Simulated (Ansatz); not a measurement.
CHAlOS. The species carries charge 0 and has multiplicity 1. The bonds changed during the relaxation, so this is another structure than the one it started from.

```xyz
5

O     0.480    1.440    1.630
C     0.327    0.555    0.949
Al   -0.158   -0.711   -0.625
S    -0.863    0.924   -1.611
H     0.214   -2.208   -0.343
```

Problem. What are the harmonic wavenumbers in cm⁻¹ at PBE0-D4/def2-TZVP (Ansatz, finite differences of forces, unscaled)? (Estimate.)

Solution. Ansatz gave: 105, 271, 311, 407, 433, 559, 657, 1990, 2201.

Problem. Is this a minimum?

Solution. Yes, all 9 modes are real.

Problem. Give the ideal-gas thermochemistry at 298.15 K and 1 bar (rigid rotor, harmonic oscillator; point group Cs, symmetry number 1).

Solution. Zero-point energy 41.5 kJ/mol; H(298) − E = 57.9 kJ/mol; entropy 311.8 J/(mol·K), of which translation 164.7, rotation 109.5, vibration 37.5; G(298) − E = -35.0 kJ/mol.

Problem. Rotational constants (cm⁻¹)?

Solution. 0.2647, 0.1029, 0.07411.
